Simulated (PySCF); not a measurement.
C4H5 (SMILES C=[C]C=C), doublet, geometry from GFN2-xTB; M062X/6-31G** (PySCF).

Input for PySCF:
```python
from pyscf import gto, scf, dft

mol = gto.Mole()
mol.atom = '''
    C     0.846922    1.666202   -0.087472
    C     0.098797    0.626242    0.042347
    C    -0.689093   -0.455535    0.180704
    C    -0.314503   -1.747230   -0.104834
    H     1.478742    2.032736    0.712299
    H     0.890577    2.241590   -1.004097
    H    -1.695126   -0.277397    0.547122
    H     0.671379   -1.971071   -0.469908
    H    -0.998312   -2.563934    0.030112
'''
mol.basis = '6-31g**'
mol.charge = 0
mol.spin = 1
mol.verbose = 4
mol.build()

mf = dft.UKS(mol)
mf.xc = 'm062x'
mf.conv_tol_grad = 1e-7
mf.kernel()
mf.analyze()
```

### Question
Write the output that PySCF gives for this input, abridged.

### Answer

```
PySCF version 2.14.0

[INPUT] verbose = 4
[INPUT] num. atoms = 9
[INPUT] num. electrons = 29
[INPUT] charge = 0
[INPUT] spin (= nelec alpha-beta = 2S) = 1
[INPUT] symmetry False subgroup None
[INPUT] Mole.unit = angstrom
[INPUT] Symbol           X                Y                Z      unit          X                Y                Z       unit  Magmom
[...]
nuclear repulsion = 96.6892875788786
number of shells = 39
number of NR pGTOs = 143
number of NR cGTOs = 81
basis = 6-31g**
ecp = {}

******** <class 'pyscf.dft.uks.UKS'> ********
method = UKS
initial guess = minao
damping factor = 0
level_shift factor = 0
DIIS = <class 'pyscf.scf.diis.CDIIS'>
diis_start_cycle = 1
diis_space = 8
diis_damp = 0
SCF conv_tol = 1e-09
SCF conv_tol_grad = 1e-07
SCF max_cycles = 50
direct_scf = True
direct_scf_tol = 1e-13
number electrons alpha = 15  beta = 14
XC library pyscf.dft.libxc version 7.1.2
    S. Lehtola, C. Steigemann, M. J. T. Oliveira, and M. A. L. Marques,  SoftwareX 7, 1–5 (2018)
XC functionals = m062x
    Y. Zhao and D. G. Truhlar,  Theor. Chem. Acc. 120, 215 (2008)
    Y. Zhao and D. G. Truhlar,  Theor. Chem. Acc. 120, 215 (2008)
radial grids:
    Treutler-Ahlrichs [JCP 102, 346 (1995); DOI:10.1063/1.469408] (M4) radial grids

becke partition: Becke, JCP 88, 2547 (1988); DOI:10.1063/1.454033
pruning grids: <function nwchem_prune>
grids dens level: 3
symmetrized grids: False
atomic radii adjust function: <function treutler_atomic_radii_adjust>
small_rho_cutoff = 0
tot grids = 105512
init E= -155.837335464189

cycle= 1 E= -155.218193952711  delta_E= 0.619  |g|= 0.164  |ddm|= 2.08
cycle= 2 E= -155.232851647241  delta_E= -0.0147  |g|=  0.1  |ddm|= 0.245
cycle= 3 E= -155.238095316741  delta_E= -0.00524  |g|= 0.031  |ddm|= 0.11
cycle= 4 E= -155.238815437898  delta_E= -0.00072  |g|= 0.0202  |ddm|= 0.0558
cycle= 5 E= -155.239145594434  delta_E= -0.00033  |g|= 0.00553  |ddm|= 0.0242
cycle= 6 E= -155.239238914393  delta_E= -9.33e-05  |g|= 0.00284  |ddm|= 0.0186
cycle= 7 E= -155.239250841255  delta_E= -1.19e-05  |g|= 0.00115  |ddm|= 0.00587
cycle= 8 E= -155.239253205121  delta_E= -2.36e-06  |g|= 0.0004  |ddm|= 0.00287
cycle= 9 E= -155.239253723685  delta_E= -5.19e-07  |g|= 0.000238  |ddm|= 0.00133
cycle= 10 E= -155.239253856104  delta_E= -1.32e-07  |g|= 0.000104  |ddm|= 0.000703
cycle= 11 E= -155.23925388942  delta_E= -3.33e-08  |g|= 3.57e-05  |ddm|= 0.000409
cycle= 12 E= -155.239253895505  delta_E= -6.08e-09  |g|= 1.96e-05  |ddm|= 0.000168
cycle= 13 E= -155.239253896891  delta_E= -1.39e-09  |g|= 1.25e-05  |ddm|= 8.35e-05
cycle= 14 E= -155.239253897174  delta_E= -2.83e-10  |g|= 8.36e-06  |ddm|= 2.46e-05
cycle= 15 E= -155.239253897362  delta_E= -1.88e-10  |g|= 3.31e-06  |ddm|= 3.49e-05
cycle= 16 E= -155.239253897389  delta_E= -2.65e-11  |g|= 1.27e-06  |ddm|= 1.08e-05
cycle= 17 E= -155.239253897389  delta_E= -4.55e-13  |g|= 7.93e-07  |ddm|= 2.52e-06
cycle= 18 E= -155.239253897389  delta_E= 8.53e-14  |g|= 3.1e-07  |ddm|= 1.55e-06
cycle= 19 E= -155.239253897391  delta_E= -1.36e-12  |g|= 1.54e-07  |ddm|= 6.38e-07
cycle= 20 E= -155.23925389739  delta_E= 7.39e-13  |g|= 6.26e-08  |ddm|= 2.92e-07
Extra cycle  E= -155.239253897392  delta_E= -1.79e-12  |g|= 4.5e-08  |ddm|= 1.08e-07
converged SCF energy = -155.239253897392  <S^2> = 0.78025686  2S+1 = 2.0300314
**** SCF Summaries ****
Total Energy =                        -155.239253897391620
Nuclear Repulsion Energy =              96.689287578878577
One-electron Energy =                 -398.505729682137883
Two-electron Energy =                  146.577188205867685
Two-electron Coulomb Energy =          170.024555495988068
DFT Exchange-Correlation Energy =      -23.447367290120383
**** MO energy ****
                             alpha | beta                alpha | beta
[...]
To work with the spin densities directly, `use mulliken_meta_spin()` only printing them here.

 ** Mulliken spin pop alpha/beta on meta-lowdin orthogonal AOs **
 ** Mulliken Spin Density (per AO)  **
spin_pop of  0 C 1s       -0.00000
spin_pop of  0 C 2s       -0.00817
spin_pop of  0 C 3s        0.00012
spin_pop of  0 C 2px      -0.04066
spin_pop of  0 C 2py      -0.02865
spin_pop of  0 C 2pz      -0.02038
spin_pop of  0 C 3px      -0.00009
spin_pop of  0 C 3py      -0.00006
spin_pop of  0 C 3pz       0.00034
spin_pop of  0 C 3dxy     -0.00001
spin_pop of  0 C 3dyz      0.00029
spin_pop of  0 C 3dz^2    -0.00001
spin_pop of  0 C 3dxz      0.00013
spin_pop of  0 C 3dx2-y2    0.00007
spin_pop of  1 C 1s        0.00000
spin_pop of  1 C 2s        0.01905
spin_pop of  1 C 3s       -0.00032
spin_pop of  1 C 2px       0.08449
spin_pop of  1 C 2py       0.03342
spin_pop of  1 C 2pz       0.41625
spin_pop of  1 C 3px       0.00022
spin_pop of  1 C 3py       0.00006
spin_pop of  1 C 3pz       0.00184
spin_pop of  1 C 3dxy     -0.00003
spin_pop of  1 C 3dyz     -0.00004
spin_pop of  1 C 3dz^2    -0.00003
spin_pop of  1 C 3dxz      0.00002
spin_pop of  1 C 3dx2-y2   -0.00002
spin_pop of  2 C 1s       -0.00000
spin_pop of  2 C 2s       -0.01146
spin_pop of  2 C 3s        0.00013
spin_pop of  2 C 2px      -0.02474
spin_pop of  2 C 2py      -0.02145
spin_pop of  2 C 2pz      -0.13313
spin_pop of  2 C 3px      -0.00002
spin_pop of  2 C 3py      -0.00002
spin_pop of  2 C 3pz      -0.00023
spin_pop of  2 C 3dxy      0.00006
spin_pop of  2 C 3dyz      0.00115
spin_pop of  2 C 3dz^2    -0.00003
spin_pop of  2 C 3dxz      0.00006
spin_pop of  2 C 3dx2-y2    0.00003
spin_pop of  3 C 1s        0.00000
spin_pop of  3 C 2s        0.02467
spin_pop of  3 C 3s       -0.00041
spin_pop of  3 C 2px       0.08313
spin_pop of  3 C 2py       0.02840
spin_pop of  3 C 2pz       0.54411
spin_pop of  3 C 3px       0.00069
spin_pop of  3 C 3py       0.00028
spin_pop of  3 C 3pz       0.00470
spin_pop of  3 C 3dxy     -0.00005
spin_pop of  3 C 3dyz     -0.00011
spin_pop of  3 C 3dz^2    -0.00017
spin_pop of  3 C 3dxz     -0.00007
spin_pop of  3 C 3dx2-y2   -0.00005
spin_pop of  4 H 1s        0.04267
spin_pop of  4 H 2s        0.00027
spin_pop of  4 H 2px      -0.00001
spin_pop of  4 H 2py      -0.00001
spin_pop of  4 H 2pz       0.00005
spin_pop of  5 H 1s        0.04265
spin_pop of  5 H 2s        0.00027
spin_pop of  5 H 2px      -0.00000
spin_pop of  5 H 2py      -0.00001
spin_pop of  5 H 2pz       0.00005
spin_pop of  6 H 1s        0.00698
spin_pop of  6 H 2s       -0.00004
spin_pop of  6 H 2px      -0.00000
spin_pop of  6 H 2py       0.00001
spin_pop of  6 H 2pz      -0.00003
spin_pop of  7 H 1s       -0.02343
spin_pop of  7 H 2s        0.00034
spin_pop of  7 H 2px      -0.00001
spin_pop of  7 H 2py       0.00000
spin_pop of  7 H 2pz       0.00015
spin_pop of  8 H 1s       -0.02372
spin_pop of  8 H 2s        0.00034
spin_pop of  8 H 2px       0.00000
spin_pop of  8 H 2py      -0.00002
spin_pop of  8 H 2pz       0.00019
 ** Mulliken Spin Density (per atom)  **
spin density of  0 C =     -0.09707
spin density of  1 C =      0.55492
spin density of  2 C =     -0.18965
spin density of  3 C =      0.68510
spin density of  4 H =      0.04298
spin density of  5 H =      0.04295
spin density of  6 H =      0.00692
spin density of  7 H =     -0.02295
spin density of  8 H =     -0.02321
 ** Mulliken pop alpha/beta on meta-lowdin orthogonal AOs **
 ** Mulliken pop       alpha | beta **
In total            15.00000 | 14.00000
 ** Mulliken atomic charges   ( Nelec_alpha | Nelec_beta ) **
charge of  0C =     -0.27559  (     3.08926      3.18633 )
charge of  1C =      0.02312  (     3.26590      2.71098 )
charge of  2C =     -0.13789  (     2.97412      3.16377 )
charge of  3C =     -0.23370  (     3.45940      2.77430 )
charge of  4H =      0.12948  (     0.45675      0.41377 )
charge of  5H =      0.12952  (     0.45672      0.41377 )
charge of  6H =      0.12940  (     0.43876      0.43184 )
charge of  7H =      0.11795  (     0.42955      0.45250 )
charge of  8H =      0.11773  (     0.42953      0.45274 )
Dipole moment(X, Y, Z, Debye): -0.06138,  0.04262,  0.02585
```
